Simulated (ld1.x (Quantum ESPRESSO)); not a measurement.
# Which change was made? (O, PAW)

```
Element                 : oxygen (O)
Generator               : ld1.x (Quantum ESPRESSO) 7.5
Type                    : PAW
Functional              : PBEsol
Relativity              : scalar-relativistic
Frozen core             : [He]
Valence charge          : 6
Reference configuration : 2s2 2p2.5 (charge +1.5)
Partial waves           : 2s (bound): rcut 0.55, rcutus 0.75 bohr; 2s channel at 1.15 Ry: rcut 0.55, rcutus 0.75 bohr; 2p (bound): rcut 1.90, rcutus 2.05 bohr; 2p channel at -1.35 Ry: rcut 1.90, rcutus 2.05 bohr; 3d channel at 0.3 Ry: rcut 1.55, rcutus 2.15 bohr
Local potential         : all-electron potential smoothed inside 1.80 bohr (lloc = -1)
Core correction         : Bessel-smoothed model core, default radius (core density twice the valence density)
Augmentation charge     : BESSEL, radius 0.55 bohr
```

Cutoffs, loose and tight: the cutoffs (Ry, on a coarse ladder) from which the occupation-weighted sum of valence levels, in a spherical-Bessel basis at the reference potential, stays within 10 and 1 mRy of its value at 400 Ry. They do not see the model core or the augmentation charge, which bear on the density cutoff. Test errors are all-electron minus pseudo excitation energies from the reference, over the configurations 2s2 2p4; 2s2 2p3; 2s2 2p2; 2s1 2p4; 2s0 2p6; 2s2 2p3.5; 2s2 2p0; variants that change the core or the reference have their own tests.

The base gives: outcome: generated, overlap not positive; bound ghosts: not determined (overlap not positive); largest test error (meV): test run stopped at test 1 of 7 (negative rho).

(1) After one change the result is: outcome: generated; cutoff, loose: 40 Ry; cutoff, tight: 55 Ry; bound ghosts: none; largest test error (meV): test run stopped at test 1 of 7 (negative rho). Which change was it?
A. local potential all-electron potential smoothed inside 1.66 bohr (lloc = -1)
B. waves 2s (bound): rcut 0.55, rcutus 0.84 bohr; 2s channel at 1.15 Ry: rcut 0.55, rcutus 0.84 bohr
C. type TM; waves now 2s (bound): rc 0.75 bohr; 2p (bound): rc 2.05 bohr; 3d channel at 0.3 Ry: rc 2.15 bohr; local potential all-electron potential smoothed inside 1.00 bohr (lloc = -2)

## Answers

(1) B. The others give: local potential all-electron potential smoothed inside 1.66 bohr (lloc = -1) → outcome: generated; cutoff, loose: 55 Ry; cutoff, tight: 80 Ry; bound ghosts: none; largest test error (meV): test run stopped at test 1 of 7 (negative rho) | type TM; waves now 2s (bound): rc 0.75 bohr; 2p (bound): rc 2.05 bohr; 3d channel at 0.3 Ry: rc 2.15 bohr; local potential all-electron potential smoothed inside 1.00 bohr (lloc = -2) → outcome: generated; cutoff, loose: 90 Ry; cutoff, tight: 200 Ry; bound ghosts: none; largest test error (meV): +3963. A file whose overlap is not positive is unfit for use, and its test errors describe a broken file.
